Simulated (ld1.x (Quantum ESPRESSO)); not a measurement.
erbium: variants of one ultrasoft potential

Base potential:

* Element: Er
* Generator: ld1.x (Quantum ESPRESSO) 7.5
* Type: ultrasoft
* Functional: revPBE
* Relativity: fully relativistic
* Frozen core: [Xe]
* Valence charge: 14
* Reference configuration: 4f12 5d0 6s0 6p0 (charge +2)
* Partial waves: 6s (bound, empty): rcut 3.05, rcutus 3.50 bohr; 6s channel at 0.75 Ry: rcut 3.05, rcutus 3.50 bohr; 6p (bound, empty): rcut 2.85, rcutus 3.80 bohr; 6p channel at -0.35 Ry: rcut 2.85, rcutus 3.80 bohr; 5d (bound, empty): rcut 2.30, rcutus 2.85 bohr; 5d channel at -0.3 Ry: rcut 2.30, rcutus 2.85 bohr; 4f (bound): rcut 0.60, rcutus 0.70 bohr; 4f channel at 0.45 Ry: rcut 0.60, rcutus 0.70 bohr
* Local potential: all-electron potential smoothed inside 3.35 bohr (lloc = -2)
* Core correction: none
* Augmentation charge: PSQ, inside the norm-conserving radii

Open shells are filled in proportion to 2j + 1 (rel_dist='average').

All-electron outer shells of the reference configuration (revPBE, scalar-relativistic, ld1.x):

```csv
shell,level (eV),outermost node (bohr),outermost maximum (bohr)
5s,-66.27,0.60,1.11
5p,-40.72,0.65,1.28
4f,-17.36,–,0.51
6s,-14.88,1.50,3.02
5d,-13.41,0.73,1.88
6p,-10.42,1.80,3.74
```

Cutoffs, loose and tight: the cutoffs (Ry, on a coarse ladder) from which the occupation-weighted sum of valence levels, in a spherical-Bessel basis at the reference potential, stays within 10 and 1 mRy of its value at 400 Ry. They do not see the model core or the augmentation charge, which bear on the density cutoff. Test errors are all-electron minus pseudo excitation energies from the reference, over the configurations 4f12 5d0 6s2 6p0; 4f12 5d0 6s1 6p0; 4f11 5d0 6s0 6p0; 4f12 5d1 6s0 6p0; 4f12 5d0.5 6s1.5 6p0; 4f11 5d1 6s1 6p0; 4f10 5d0 6s0 6p0. A dash means not determined; rows that change the core or the reference have their own tests. The largest error is taken over the tests solved by every variant that gives reliable tests at all: 4f10 5d0 6s0 6p0; 4f11 5d0 6s0 6p0; 4f11 5d1 6s1 6p0; 4f12 5d0 6s1 6p0; 4f12 5d1 6s0 6p0.

A true bound ghost makes a file unfit for plane-wave use even where its test errors are small: the radial tests pick states by their node count and pass the ghost by.

Cutoffs are not given where the Bessel-basis levels miss the radial ones by over 6 mRy, ghosts where they miss by over 20 mRy; a channel whose overlap is not positive is not tested.

```csv
change,outcome,"cutoff, loose","cutoff, tight",bound ghosts,largest test error (meV)
base,generated,over 300 Ry,over 300 Ry,none,-5154
reference 4f12 5d0 6s2 6p0,failed: chargeps: negative rho,–,–,–,–
"core [Kr] 4d10 5s2, valence charge 20; reference 4f12 5p6 5d0 6s2 6p0; waves now 6s (bound): rcut 2.40, rcutus 3.15 bohr; 6s channel at 0.75 Ry: rcut 2.40, rcutus 3.15 bohr; 5p (bound): rcut 2.45, rcutus 2.95 bohr; 6p (bound): rcut 2.45, rcutus 2.95 bohr; 5d (bound): rcut 3.70, rcutus 3.95 bohr; 5d channel at -0.3 Ry: rcut 3.70, rcutus 3.95 bohr; 4f (bound): rcut 0.65, rcutus 0.85 bohr; 4f channel at 0.45 Ry: rcut 0.65, rcutus 0.85 bohr; local potential all-electron potential smoothed inside 3.70 bohr (lloc = -1)",failed: chargeps: negative rho,–,–,–,–
"augmentation built from norm-conserving waves at rcut, not smoothed further",generated,over 300 Ry,over 300 Ry,s,test run stopped at test 1 of 7 (negative rho)
local potential all-electron potential smoothed inside 3.70 bohr (lloc = -2),generated,over 300 Ry,over 300 Ry,none,-5286
"waves 4f (bound): rcut 0.60, rcutus 0.68 bohr; 4f channel at 0.45 Ry: rcut 0.60, rcutus 0.68 bohr",generated,over 300 Ry,over 300 Ry,none,-5615
core correction a·sin(br)/r model core inside 0.72 bohr,generated,over 300 Ry,over 300 Ry,none,test run stopped at test 1 of 7 (negative rho)
```

(1) What comes out with this change to the base: waves 6p (bound): rcut 2.85, rcutus 5.14 bohr; 6p channel at -0.35 Ry: rcut 2.85, rcutus 5.14 bohr?

(2) What comes out with this change to the base: scalar-relativistic?

(3) What comes out with this change to the base: all radii scaled by about 0.85 (s 2.96, p 3.22, d 2.42, f 0.60 bohr, rcut 2.58/2.42/1.94/0.50); local potential all-electron potential smoothed inside 2.84 bohr (lloc = -2)?

Answers

(1) outcome: generated, overlap not positive; bound ghosts: not determined (overlap not positive); largest test error (meV): -5154. A file whose overlap is not positive is unfit for use, and its test errors describe a broken file.

(2) outcome: failed: find_q: problem finding q. Cause: no Bessel wave vectors were found that match the logarithmic derivative at the chosen radius.

(3) outcome: failed: find_q: too many iterations. Cause: no Bessel wave vectors were found that match the logarithmic derivative at the chosen radius.
